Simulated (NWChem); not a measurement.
System: InNH₃OCl; SMILES [NH2][In]([OH])[Cl]

```xyz
7

In     0.0050    -0.2788    -0.0249
Cl    -0.0748     2.0946     0.0242
O      1.8424    -1.1019     0.0609
H      2.5029    -0.3809     0.0497
N     -1.7248    -1.3710     0.1322
H     -1.6335    -2.2794    -0.3438
H     -2.5103    -0.8750    -0.3114
```
Atoms are numbered in this order, from 1.

All runs: NWChem. Structure relaxed at the PBE-D3(BJ)/def2-SVP level. def2 effective core potentials on In; no spin-orbit coupling.

For level B3LYP/STO-3G (all-electron, non-relativistic):

```
Property                     Value
---------------------------  -----
highest occupied level (eV)  -3.80
orbital gap (eV)              5.81
dipole (D)                    2.77
```

How do the values read with level B3LYP/def2-SVP (core potentials) instead?


- highest occupied level (eV) = -7.44
- orbital gap (eV) = 5.31
- dipole (D) = 1.95
